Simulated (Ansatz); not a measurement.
Cost and result up the ladder for (ClBe-mu-Cl)2 (Be₂Cl₄) (6 atoms). The state is a singlet with charge 0. Geometry: PBE0-D4/def2-SVP.

```xyz
6

Be    0.568    1.017   -0.609
Cl    1.362    2.436   -1.462
Cl    1.310   -0.267    0.776
Be   -0.568   -1.016    0.610
Cl   -1.361   -2.438    1.459
Cl   -1.311    0.269   -0.774
```

Ansatz on 4 threads of Intel Xeon on a shared host. Times are rough, and most runs start from the orbitals of an earlier one. ωB97M-V/def2-TZVP serves as the yardstick here, not as an exact answer. Differences are given only for rows in sets of like size (and for xTB, whose basis is part of the method), since another set adds its own error. Binding counts from free atoms at the same level (Be singlet, Cl doublet; other spins of the atoms weren't run), without zero-point energy or a counterpoise term.

B3LYP takes the VWN-RPA correlation. HSE06 is defined as in plane-wave codes, on full-range PBE exchange. Correlated methods freeze 20 core orbitals.

Correlated methods converge slowly with the basis.

| level | functions | binding energy per atom (eV) | difference from ωB97M-V/def2-TZVP (eV) |
| --- | --- | --- | --- |
| HF/6-31G | 70 | 2.49 | – |
| PBE-D4/def2-TZVP | 186 | 3.49 | 0.06 |
| B2PLYP/def2-TZVP | 186 | 3.33 | -0.10 |
| B3LYP-D4/def2-TZVP | 186 | 3.37 | -0.06 |
| r2SCAN-D4/def2-TZVP | 186 | 3.52 | 0.09 |
| ωB97M-V/def2-TZVP | 186 | 3.43 | 0.00 |
| PBE-D4/def2-TZVPD | 228 | 3.49 | 0.06 |
| PBE0-D4/def2-TZVP | 186 | 3.45 | 0.02 |
| CCSD(T)/def2-TZVPP | 206 | 3.19 | -0.24 |
| MP2/def2-TZVP | 186 | 3.43 | 0.00 |
| r2SCANh-D4/def2-TZVP | 186 | 3.50 | 0.06 |
| PBE0-D4/def2-SVP | 90 | 3.46 | – |
| HSE06-D4/def2-TZVP | 186 | 3.46 | 0.03 |
| PBE-D4/def2-SVP | 90 | 3.52 | – |

Problem. Estimate how long each takes.

Solution. HF/6-31G 0.4 s; PBE-D4/def2-SVP 0.6 s; PBE0-D4/def2-SVP 0.85 s; PBE-D4/def2-TZVP 1.1 s; MP2/def2-TZVP 1.4 s; B3LYP-D4/def2-TZVP 1.8 s; PBE-D4/def2-TZVPD 1.8 s; HSE06-D4/def2-TZVP 1.9 s; PBE0-D4/def2-TZVP 1.9 s; r2SCAN-D4/def2-TZVP 2.3 s; r2SCANh-D4/def2-TZVP 2.9 s; B2PLYP/def2-TZVP 3 s; ωB97M-V/def2-TZVP 4.7 s; CCSD(T)/def2-TZVPP 40 s. On shared hardware such times vary by a factor of up to 3.
